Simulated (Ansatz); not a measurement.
Input file for Ansatz (a program for electronic structure): R-B3LYP-D3(BJ)/def2-TZVP on CH4FGaO (SMILES [CH3][Ga]([OH])[F]).

Ansatz 0.2 input:
```yaml
crystal:
  periodic: [false, false, false]
  atoms:
    - {symbol: C, position_ang: [-1.35736884, -0.21587392, -0.06712405]}
    - {symbol: Ga, position_ang: [0.58151730, 0.33511197, -0.02983763]}
    - {symbol: O, position_ang: [1.91643850, -0.71921510, 0.33115608]}
    - {symbol: F, position_ang: [1.11037509, 1.99084062, -0.37068814]}
    - {symbol: H, position_ang: [-1.66145214, -0.50162299, 0.93765797]}
    - {symbol: H, position_ang: [-1.46297599, -1.07126423, -0.73081989]}
    - {symbol: H, position_ang: [-1.95734492, 0.62021684, -0.42038631]}
    - {symbol: H, position_ang: [2.83081100, -0.43819319, 0.35004196]}
basis:
  gaussian:
    orbitals: def2-TZVP
hamiltonian:
  xc: b3lyp
  dispersion: d3bj
relax: {f_tol: 0.003, max_steps: 120}
scf: {lower_state_search: off}
```

It printed:

```
WARN ansatz: RAYON_NUM_THREADS=1 ignored (pool sized by the plan → 1); use --threads N
Functional definition: B3LYP
these checks for a lower state are left out or cut short: stability, starts, cluster_reference, orbital_swaps, neighbouring_geometries, increment
integrals: 0.08 GiB planned
1066 factors; their error is unknown
mean field: 0.72 GiB planned
mean field evaluation 1: about -58236.0184 eV, gradient 9.2e1 eV
mean field evaluation 2: about -58204.6720 eV, gradient 1.6e2 eV
mean field evaluation 4: about -58250.2002 eV, gradient 1.0e1 eV
mean field evaluation 8: about -58250.3827 eV, gradient 5.3e-2 eV
mean field evaluation 16: about -58250.5355 eV, gradient 4.8e-5 eV
mean field -58250.53549068 eV, -2140.6676956515 hartree, gradient 6.8e-6 eV, S^2 0.000000; 0 other end points of the search recorded, 0 dependent functions left out
the calculation of the forces begins
reference -58250.53573289 eV, -2140.6677045525 hartree; 29, 29 occupied and 136, 136 virtual orbitals, 1066 factors
relax step   1: F+E_penalty+E_count = -58250.72891327 eV  Δ(F+E_penalty+E_count) = +0.000e0 eV  max|allowed force component| = 1.444e0 eV/Å  Δτ_max = 0.0000 Å  (16 SCF iters, accepted)
these checks for a lower state are left out or cut short: stability, starts, cluster_reference, orbital_swaps, neighbouring_geometries, increment
integrals: 0.08 GiB planned
1066 factors; their error is unknown
mean field: 0.72 GiB planned
mean field -58250.58690364 eV, -2140.6695850429 hartree, gradient 9.9e-7 eV, S^2 0.000000; 0 other end points of the search recorded, 0 dependent functions left out
the calculation of the forces begins
reference -58250.58714523 eV, -2140.6695939210 hartree; 29, 29 occupied and 136, 136 virtual orbitals, 1066 factors
relax step   2: F+E_penalty+E_count = -58250.78137422 eV  Δ(F+E_penalty+E_count) = -5.246e-2 eV  max|allowed force component| = 6.796e-1 eV/Å  Δτ_max = 0.0391 Å  (22 SCF iters, accepted)
these checks for a lower state are left out or cut short: stability, starts, cluster_reference, orbital_swaps, neighbouring_geometries, increment
integrals: 0.08 GiB planned
1066 factors; their error is unknown
mean field: 0.72 GiB planned
mean field evaluation 32: about -58250.6092 eV, gradient 2.3e-6 eV
mean field -58250.60917970 eV, -2140.6704036730 hartree, gradient 2.3e-6 eV, S^2 0.000000; 0 other end points of the search recorded, 0 dependent functions left out
the calculation of the forces begins
reference -58250.60942081 eV, -2140.6704125338 hartree; 29, 29 occupied and 136, 136 virtual orbitals, 1066 factors
relax step   3: F+E_penalty+E_count = -58250.80408582 eV  Δ(F+E_penalty+E_count) = -2.271e-2 eV  max|allowed force component| = 1.419e-1 eV/Å  Δτ_max = 0.0312 Å  (21 SCF iters, accepted)
these checks for a lower state are left out or cut short: stability, starts, cluster_reference, orbital_swaps, neighbouring_geometries, increment
integrals: 0.08 GiB planned
1066 factors; their error is unknown
mean field: 0.72 GiB planned
mean field -58250.61443953 eV, -2140.6705969682 hartree, gradient 2.2e-6 eV, S^2 0.000000; 0 other end points of the search recorded, 0 dependent functions left out
the calculation of the forces begins
reference -58250.61468038 eV, -2140.6706058193 hartree; 29, 29 occupied and 136, 136 virtual orbitals, 1066 factors
relax step   4: F+E_penalty+E_count = -58250.80943648 eV  Δ(F+E_penalty+E_count) = -5.351e-3 eV  max|allowed force component| = 1.760e-1 eV/Å  Δτ_max = 0.0345 Å  (22 SCF iters, accepted)
these checks for a lower state are left out or cut short: stability, starts, cluster_reference, orbital_swaps, neighbouring_geometries, increment
integrals: 0.08 GiB planned
1066 factors; their error is unknown
mean field: 0.72 GiB planned
mean field -58250.61667104 eV, -2140.6706789745 hartree, gradient 2.2e-6 eV, S^2 0.000000; 0 other end points of the search recorded, 0 dependent functions left out
the calculation of the forces begins
reference -58250.61691152 eV, -2140.6706878120 hartree; 29, 29 occupied and 136, 136 virtual orbitals, 1066 factors
relax step   5: F+E_penalty+E_count = -58250.81163243 eV  Δ(F+E_penalty+E_count) = -2.196e-3 eV  max|allowed force component| = 1.072e-1 eV/Å  Δτ_max = 0.0422 Å  (22 SCF iters, accepted)
these checks for a lower state are left out or cut short: stability, starts, cluster_reference, orbital_swaps, neighbouring_geometries, increment
integrals: 0.08 GiB planned
1066 factors; their error is unknown
mean field: 0.72 GiB plann
[...]
max|allowed force component| = 2.370e-2 eV/Å  Δτ_max = 0.0467 Å  (21 SCF iters, accepted)
these checks for a lower state are left out or cut short: stability, starts, cluster_reference, orbital_swaps, neighbouring_geometries, increment
integrals: 0.08 GiB planned
1066 factors; their error is unknown
mean field: 0.72 GiB planned
mean field -58250.62029981 eV, -2140.6708123295 hartree, gradient 2.2e-6 eV, S^2 0.000000; 0 other end points of the search recorded, 0 dependent functions left out
the calculation of the forces begins
reference -58250.62054004 eV, -2140.6708211579 hartree; 29, 29 occupied and 136, 136 virtual orbitals, 1066 factors
relax step  29: F+E_penalty+E_count = -58250.81518557 eV  Δ(F+E_penalty+E_count) = -5.687e-5 eV  max|allowed force component| = 3.519e-2 eV/Å  Δτ_max = 0.0270 Å  (22 SCF iters, accepted)
these checks for a lower state are left out or cut short: stability, starts, cluster_reference, orbital_swaps, neighbouring_geometries, increment
integrals: 0.08 GiB planned
1066 factors; their error is unknown
mean field: 0.72 GiB planned
mean field -58250.62035829 eV, -2140.6708144786 hartree, gradient 2.2e-6 eV, S^2 0.000000; 0 other end points of the search recorded, 0 dependent functions left out
the calculation of the forces begins
reference -58250.62059849 eV, -2140.6708233058 hartree; 29, 29 occupied and 136, 136 virtual orbitals, 1066 factors
relax step  30: F+E_penalty+E_count = -58250.81525294 eV  Δ(F+E_penalty+E_count) = -6.737e-5 eV  max|allowed force component| = 2.267e-2 eV/Å  Δτ_max = 0.0087 Å  (23 SCF iters, accepted)
these checks for a lower state are left out or cut short: stability, starts, cluster_reference, orbital_swaps, neighbouring_geometries, increment
integrals: 0.08 GiB planned
1066 factors; their error is unknown
mean field: 0.72 GiB planned
mean field evaluation 224: about -58250.6203 eV, gradient 3.0e-1 eV
mean field -58250.62043039 eV, -2140.6708171282 hartree, gradient 2.2e-6 eV, S^2 0.000000; 0 other end points of the search recorded, 0 dependent functions left out
the calculation of the forces begins
reference -58250.62067047 eV, -2140.6708259508 hartree; 29, 29 occupied and 136, 136 virtual orbitals, 1066 factors
relax step  31: F+E_penalty+E_count = -58250.81534269 eV  Δ(F+E_penalty+E_count) = -8.975e-5 eV  max|allowed force component| = 1.323e-2 eV/Å  Δτ_max = 0.0282 Å  (22 SCF iters, accepted)
these checks for a lower state are left out or cut short: stability, starts, cluster_reference, orbital_swaps, neighbouring_geometries, increment
integrals: 0.08 GiB planned
1066 factors; their error is unknown
mean field: 0.72 GiB planned
mean field -58250.62045572 eV, -2140.6708180590 hartree, gradient 2.2e-6 eV, S^2 0.000000; 0 other end points of the search recorded, 0 dependent functions left out
the calculation of the forces begins
reference -58250.62069564 eV, -2140.6708268760 hartree; 29, 29 occupied and 136, 136 virtual orbitals, 1066 factors
relax step  32: F+E_penalty+E_count = -58250.81537567 eV  Δ(F+E_penalty+E_count) = -3.298e-5 eV  max|allowed force component| = 1.489e-2 eV/Å  Δτ_max = 0.0223 Å  (22 SCF iters, accepted)
these checks for a lower state are left out or cut short: stability, starts, cluster_reference, orbital_swaps, neighbouring_geometries, increment
integrals: 0.08 GiB planned
1066 factors; their error is unknown
mean field: 0.72 GiB planned
mean field -58250.62047471 eV, -2140.6708187568 hartree, gradient 2.2e-6 eV, S^2 0.000000; 0 other end points of the search recorded, 0 dependent functions left out
the calculation of the forces begins
reference -58250.62071449 eV, -2140.6708275687 hartree; 29, 29 occupied and 136, 136 virtual orbitals, 1066 factors
relax step  33: F+E_penalty+E_count = -58250.81539292 eV  Δ(F+E_penalty+E_count) = -1.725e-5 eV  max|allowed force component| = 1.676e-2 eV/Å  Δτ_max = 0.0186 Å  (22 SCF iters, accepted)
these checks for a lower state are left out or cut short: stability, starts, cluster_reference, orbital_swaps, neighbouring_geometries, increment
integrals: 0.08 GiB planned
1066 factors; their error is unknown
mean field: 0.72 GiB planned
mean field -58250.62048917 eV, -2140.6708192884 hartree, gradient 2.2e-6 eV, S^2 0.000000; 0 other end points of the search recorded, 0 dependent functions left out
the calculation of the forces begins
reference -58250.62072890 eV, -2140.6708280984 hartree; 29, 29 occupied and 136, 136 virtual orbitals, 1066 factors
relax step  34: F+E_penalty+E_count = -58250.81540396 eV  Δ(F+E_penalty+E_count) = -1.103e-5 eV  max|allowed force component| = 1.187e-2 eV/Å  Δτ_max = 0.0059 Å  (23 SCF iters, accepted)
these checks for a lower state are left out or cut short: stability, starts, cluster_reference, orbital_swaps, neighbouring_geometries, increment
integrals: 0.08 GiB planned
1066 factors; their error is unknown
mean field: 0.72 GiB planned
mean field evaluation 256: about -58250.6205 eV, gradient 2.2e-6 eV
mean field -58250.62049923 eV, -2140.6708196582 hartree, gradient 2.2e-6 eV, S^2 0.000000; 0 other end points of the search recorded, 0 dependent functions left out
the calculation of the forces begins
reference -58250.62073888 eV, -2140.6708284652 hartree; 29, 29 occupied and 136, 136 virtual orbitals, 1066 factors
relax step  35: F+E_penalty+E_count = -58250.81541222 eV  Δ(F+E_penalty+E_count) = -8.265e-6 eV  max|allowed force component| = 1.738e-3 eV/Å  Δτ_max = 0.0100 Å  (23 SCF iters, accepted)
these checks for a lower state are left out or cut short: stability, starts, cluster_reference, orbital_swaps, neighbouring_geometries, increment
integrals: 0.08 GiB planned
1066 factors; their error is unknown
mean field: 0.72 GiB planned
mean field -58250.62049754 eV, -2140.6708195958 hartree, gradient 2.2e-6 eV, S^2 0.000000; 0 other end points of the search recorded, 0 dependent functions left out
the calculation of the forces begins
reference -58250.62073714 eV, -2140.6708284012 hartree; 29, 29 occupied and 136, 136 virtual orbitals, 1066 factors
relax step  36: F+E_penalty+E_count = -58250.81541205 eV  Δ(F+E_penalty+E_count) = +1.718e-7 eV  max|allowed force component| = 3.152e-3 eV/Å  Δτ_max = 0.0040 Å  (23 SCF iters, rejected (line search))
these checks for a lower state are left out or cut short: stability, starts, cluster_reference, orbital_swaps, neighbouring_geometries, increment
integrals: 0.08 GiB planned
1066 factors; their error is unknown
mean field: 0.72 GiB planned
mean field -58250.62049946 eV, -2140.6708196665 hartree, gradient 2.2e-6 eV, S^2 0.000000; 0 other end points of the search recorded, 0 dependent functions left out
the calculation of the forces begins
reference -58250.62073909 eV, -2140.6708284728 hartree; 29, 29 occupied and 136, 136 virtual orbitals, 1066 factors
relax step  37: F+E_penalty+E_count = -58250.81541442 eV  Δ(F+E_penalty+E_count) = -2.196e-6 eV  max|allowed force component| = 1.164e-3 eV/Å  Δτ_max = 0.0019 Å  (24 SCF iters, accepted)
Total energy: -58250.81565405 eV, -2140.6779914653 hartree
Atom 0 at    -1.323351    -0.213130    -0.078461 Å, force     0.000839     0.000398    -0.000544 eV/Å
Atom 1 at     0.554081     0.292405     0.058401 Å, force     0.000151     0.001164     0.000372 eV/Å
Atom 2 at     1.959122    -0.808018    -0.025918 Å, force    -0.000283    -0.000034    -0.000066 eV/Å
Atom 3 at     1.049538     1.980904     0.291196 Å, force    -0.000642    -0.001045    -0.000190 eV/Å
Atom 4 at    -1.846879     0.081527     0.830587 Å, force    -0.000092    -0.000027    -0.000126 eV/Å
Atom 5 at    -1.415545    -1.288030    -0.219916 Å, force    -0.000169     0.000194     0.000005 eV/Å
Atom 6 at    -1.779818     0.306337    -0.920535 Å, force     0.000088    -0.000461     0.000592 eV/Å
Atom 7 at     2.802851    -0.351994     0.064645 Å, force     0.000108    -0.000189    -0.000043 eV/Å
Dipole moment:    -0.285056    -0.189937    -0.035131 e Å
Checks for a lower state left out: stability, starts, cluster_reference, orbital_swaps, neighbouring_geometries, increment
```

The calculation finished and met its thresholds.

Cost: about 3 core-minutes (a rough figure).
